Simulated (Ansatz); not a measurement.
Cu(CO)H (CHCuO), 4 atoms. Hardware: 4 threads of Arm Neoverse V2 on a shared host.

Correlated methods freeze 11 core orbitals.

Question: How many basis functions does each of these Ansatz runs have, and roughly what does it cost? CCSD(T)/def2-TZVPD, charge -1 doublet at the geometry of the charge 0 singlet, energy, from earlier orbitals; RPA@PBE/def2-TZVP, charge 0 singlet, energy, from earlier orbitals; LC-ωPBE (ω = 0.30 bohr⁻¹)/def2-TZVP, charge 1 doublet at the geometry of the charge 0 singlet, energy, from earlier orbitals; PBE0-D4/def2-TZVP, charge 0 singlet, relaxation, 5 steps; CAM-B3LYP-D4/def2-TZVP, charge 0 singlet, energy, from earlier orbitals; PBE-D4/def2-SVP, charge 0 singlet, energy, from earlier orbitals; LC-ωPBE (ω = 0.15 bohr⁻¹)/def2-TZVP, charge 1 doublet at the geometry of the charge 0 singlet, energy, from earlier orbitals; PBE0-D4/def2-TZVP, charge 0 singlet, energy, from earlier orbitals; HF/STO-3G, charge 0 singlet, energy; LC-ωPBE (ω = 0.15 bohr⁻¹)/def2-TZVP, charge -1 doublet at the geometry of the charge 0 singlet, energy, from earlier orbitals; PBE-D4/def2-TZVPD, charge -1 doublet at the geometry of the charge 0 singlet, energy, from earlier orbitals; MP2/def2-TZVP, charge 0 singlet, energy, from earlier orbitals.

Answer: Other jobs shared the machine, so times can vary by a factor of up to 3. A dash marks memory too small to be measured apart from the calling script's.

```tsv
run	functions	fitting or Cholesky vectors	wall time	peak host memory (GiB)
PBE-D4/def2-SVP, charge 0 singlet, energy, from earlier orbitals	64	743	0.4 s	–
MP2/def2-TZVP, charge 0 singlet, energy, from earlier orbitals	113	927	0.6 s	–
PBE0-D4/def2-TZVP, charge 0 singlet, energy, from earlier orbitals	113	917	0.8 s	–
CAM-B3LYP-D4/def2-TZVP, charge 0 singlet, energy, from earlier orbitals	113	917	0.85 s	–
RPA@PBE/def2-TZVP, charge 0 singlet, energy, from earlier orbitals	113	927	1.2 s	–
LC-ωPBE (ω = 0.15 bohr⁻¹)/def2-TZVP, charge 1 doublet at the geometry of the charge 0 singlet, energy, from earlier orbitals	113	828	1.4 s	–
LC-ωPBE (ω = 0.30 bohr⁻¹)/def2-TZVP, charge 1 doublet at the geometry of the charge 0 singlet, energy, from earlier orbitals	113	828	1.5 s	–
HF/STO-3G, charge 0 singlet, energy	29	307	1.6 s	–
PBE0-D4/def2-TZVP, charge 0 singlet, relaxation, 5 steps	113	917	3.9 s	–
LC-ωPBE (ω = 0.15 bohr⁻¹)/def2-TZVP, charge -1 doublet at the geometry of the charge 0 singlet, energy, from earlier orbitals	113	828	6 s	–
PBE-D4/def2-TZVPD, charge -1 doublet at the geometry of the charge 0 singlet, energy, from earlier orbitals	134	878	16 s	–
CCSD(T)/def2-TZVPD, charge -1 doublet at the geometry of the charge 0 singlet, energy, from earlier orbitals	134	1034	39 s	1.7
```
